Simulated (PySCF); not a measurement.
Compound: C5H7NS.
Numbering: `[CH3:1][NH:2][c:3]1[cH:4][cH:5][cH:6][s:7]1` (hydrogens: H8, H9, H10 on C1; H11 on N2; H12 on C4; H13 on C5; H14 on C6)

The same species was optimised twice, with GFN2-xTB and with PBE0-D3(BJ)/def2-SVP (PySCF), and the same property calculations (PySCF, gas phase) were run on both structures.

```json
{"coordinate": "C3–C4 (Å)", "GFN2-xTB": "1.365", "PBE0-D3(BJ)/def2-SVP": "1.379", "change": "+0.014"}
{"coordinate": "C5–C6 (Å)", "GFN2-xTB": "1.352", "PBE0-D3(BJ)/def2-SVP": "1.364", "change": "+0.012"}
{"coordinate": "C4–C5 (Å)", "GFN2-xTB": "1.415", "PBE0-D3(BJ)/def2-SVP": "1.427", "change": "+0.012"}
{"coordinate": "C1–N2 (Å)", "GFN2-xTB": "1.444", "PBE0-D3(BJ)/def2-SVP": "1.436", "change": "-0.008"}
{"coordinate": "C3–S7 (Å)", "GFN2-xTB": "1.742", "PBE0-D3(BJ)/def2-SVP": "1.740", "change": "-0.002"}
{"coordinate": "N2–C3 (Å)", "GFN2-xTB": "1.375", "PBE0-D3(BJ)/def2-SVP": "1.374", "change": "-0.001"}
{"coordinate": "C6–S7 (Å)", "GFN2-xTB": "1.731", "PBE0-D3(BJ)/def2-SVP": "1.732", "change": "+0.001"}
{"coordinate": "C3–S7–C6 (°)", "GFN2-xTB": "91.0", "PBE0-D3(BJ)/def2-SVP": "91.9", "change": "+0.9"}
{"coordinate": "N2–C3–S7 (°)", "GFN2-xTB": "119.1", "PBE0-D3(BJ)/def2-SVP": "119.9", "change": "+0.8"}
{"coordinate": "N2–C3–C4 (°)", "GFN2-xTB": "129.5", "PBE0-D3(BJ)/def2-SVP": "129.0", "change": "-0.5"}
{"coordinate": "C5–C6–S7 (°)", "GFN2-xTB": "111.6", "PBE0-D3(BJ)/def2-SVP": "111.2", "change": "-0.4"}
{"coordinate": "C3–C4–C5 (°)", "GFN2-xTB": "112.6", "PBE0-D3(BJ)/def2-SVP": "112.3", "change": "-0.3"}
{"coordinate": "C4–C3–S7 (°)", "GFN2-xTB": "111.2", "PBE0-D3(BJ)/def2-SVP": "111.0", "change": "-0.2"}
{"coordinate": "C4–C5–C6 (°)", "GFN2-xTB": "113.5", "PBE0-D3(BJ)/def2-SVP": "113.6", "change": "+0.1"}
{"coordinate": "C1–N2–C3 (°)", "GFN2-xTB": "119.3", "PBE0-D3(BJ)/def2-SVP": "119.2", "change": "-0.1"}
{"coordinate": "C1–N2–C3–C4 (°)", "GFN2-xTB": "-20", "PBE0-D3(BJ)/def2-SVP": "-9", "change": "+11"}
```

Rotational constants: A = 4801, B = 1749, C = 1298 MHz (GFN2-xTB) against A = 4793, B = 1741, C = 1289 MHz (PBE0-D3(BJ)/def2-SVP).

On the GFN2-xTB structure: lowest triplet, Tamm–Dancoff (eV) 3.46 [wB97X-D/def2-SVPD]; isotropic polarisability (au) 84.8 [wB97X-D/def2-SVPD]; HOMO (eV) -7.30 [wB97X-D/def2-SVPD]; LUMO (eV) 1.74 [wB97X-D/def2-SVPD]; dipole (D) 1.76 [wB97X-D/def2-SVPD]; HOMO (eV) -5.50 [PBE0/pcSseg-1]; LUMO (eV) 0.21 [PBE0/pcSseg-1]; dipole (D) 1.89 [PBE0/pcSseg-1]; GIAO shielding of C1 (ppm) 152.6 [PBE0/pcSseg-1]; GIAO shielding of N2 (ppm) 192.7 [PBE0/pcSseg-1]; GIAO shielding of C3 (ppm) 22.9 [PBE0/pcSseg-1]; GIAO shielding of C4 (ppm) 85.2 [PBE0/pcSseg-1]; GIAO shielding of C5 (ppm) 55.8 [PBE0/pcSseg-1]; GIAO shielding of C6 (ppm) 72.3 [PBE0/pcSseg-1]; GIAO shielding of S7 (ppm) 316.7 [PBE0/pcSseg-1].

Question: What do these properties become on the PBE0-D3(BJ)/def2-SVP structure?

Answer: 
```json
{"property": "lowest triplet, Tamm–Dancoff (eV)", "level": "wB97X-D/def2-SVPD", "on GFN2-xTB": "3.46", "on PBE0-D3(BJ)/def2-SVP": "3.42", "change": "-0.04"}
{"property": "isotropic polarisability (au)", "level": "wB97X-D/def2-SVPD", "on GFN2-xTB": "84.8", "on PBE0-D3(BJ)/def2-SVP": "86.0", "change": "+1.2"}
{"property": "HOMO (eV)", "level": "wB97X-D/def2-SVPD", "on GFN2-xTB": "-7.30", "on PBE0-D3(BJ)/def2-SVP": "-7.30", "change": "0.00"}
{"property": "LUMO (eV)", "level": "wB97X-D/def2-SVPD", "on GFN2-xTB": "1.74", "on PBE0-D3(BJ)/def2-SVP": "1.70", "change": "-0.04"}
{"property": "dipole (D)", "level": "wB97X-D/def2-SVPD", "on GFN2-xTB": "1.76", "on PBE0-D3(BJ)/def2-SVP": "1.81", "change": "+0.05"}
{"property": "energy, GFN2-xTB geometry as zero (kcal/mol)", "level": "wB97X-D/def2-SVPD", "on GFN2-xTB": "0.0", "on PBE0-D3(BJ)/def2-SVP": "-1.0", "change": "-1.0"}
{"property": "HOMO (eV)", "level": "PBE0/pcSseg-1", "on GFN2-xTB": "-5.50", "on PBE0-D3(BJ)/def2-SVP": "-5.50", "change": "0.00"}
{"property": "LUMO (eV)", "level": "PBE0/pcSseg-1", "on GFN2-xTB": "0.21", "on PBE0-D3(BJ)/def2-SVP": "0.16", "change": "-0.05"}
{"property": "dipole (D)", "level": "PBE0/pcSseg-1", "on GFN2-xTB": "1.89", "on PBE0-D3(BJ)/def2-SVP": "1.93", "change": "+0.04"}
{"property": "energy, GFN2-xTB geometry as zero (kcal/mol)", "level": "PBE0/pcSseg-1", "on GFN2-xTB": "0.0", "on PBE0-D3(BJ)/def2-SVP": "-0.5", "change": "-0.5"}
{"property": "GIAO shielding of C1 (ppm)", "level": "PBE0/pcSseg-1", "on GFN2-xTB": "152.6", "on PBE0-D3(BJ)/def2-SVP": "151.7", "change": "-0.9"}
{"property": "GIAO shielding of N2 (ppm)", "level": "PBE0/pcSseg-1", "on GFN2-xTB": "192.7", "on PBE0-D3(BJ)/def2-SVP": "194.0", "change": "+1.3"}
{"property": "GIAO shielding of C3 (ppm)", "level": "PBE0/pcSseg-1", "on GFN2-xTB": "22.9", "on PBE0-D3(BJ)/def2-SVP": "22.4", "change": "-0.5"}
{"property": "GIAO shielding of C4 (ppm)", "level": "PBE0/pcSseg-1", "on GFN2-xTB": "85.2", "on PBE0-D3(BJ)/def2-SVP": "82.2", "change": "-3.0"}
{"property": "GIAO shielding of C5 (ppm)", "level": "PBE0/pcSseg-1", "on GFN2-xTB": "55.8", "on PBE0-D3(BJ)/def2-SVP": "53.2", "change": "-2.6"}
{"property": "GIAO shielding of C6 (ppm)", "level": "PBE0/pcSseg-1", "on GFN2-xTB": "72.3", "on PBE0-D3(BJ)/def2-SVP": "70.0", "change": "-2.3"}
{"property": "GIAO shielding of S7 (ppm)", "level": "PBE0/pcSseg-1", "on GFN2-xTB": "316.7", "on PBE0-D3(BJ)/def2-SVP": "316.5", "change": "-0.2"}
```

The heavy atoms differ by 0.054 Å rms after alignment. Among bonds between heavy atoms C3–C4 changes most (+0.014 Å). Changes are differences of the printed values. Neither structure is proved a minimum here.

Shape of the structure used: `[CH3:1][NH:2][c:3]1[cH:4][cH:5][cH:6][s:7]1`: C1–N2–C3–C4 -9°.

wB97X-D is run here without its empirical dispersion term; that term would change no orbital, density or response property at a fixed geometry.
